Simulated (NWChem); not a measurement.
Molecule: C4H6S; SMILES S1CCC=C1

```xyz
11

C      0.8800    -1.1769     0.1048
C      1.2656     0.1021     0.0229
S     -0.0326     1.2570    -0.2524
C     -1.2730    -0.0451     0.1137
C     -0.5897    -1.3929    -0.1317
H      1.5808    -2.0029     0.2449
H      2.2908     0.4723     0.0880
H     -1.5668     0.0630     1.1699
H     -2.1603     0.1157    -0.5135
H     -0.7464    -1.7299    -1.1750
H     -1.0205    -2.1722     0.5174
```
Atoms are numbered in this order, from 1.

STO-3G and 3-21G are far too small for this property and stand as cheap habits. Coordinates come from a PBE0/def2-SVP optimisation.

Question: Give the principal values of the shielding tensors (ppm) of C1, C2, S3, C4, C5 from Hartree-Fock/STO-3G, GIAO (NWChem), with their diamagnetic and paramagnetic parts as GIAO splits them.

Answer: 
```csv
atom,σ11,σ22,σ33,isotropic,diamagnetic,paramagnetic
C1,24.3,166.4,201.4,130.7,253.7,-123.0
C2,6.2,124.7,201.7,110.9,256.4,-145.5
S3,584.1,626.7,891.5,700.8,1042.0,-341.2
C4,178.8,216.8,228.8,208.1,248.4,-40.3
C5,187.9,217.0,224.1,209.7,245.8,-36.1
```
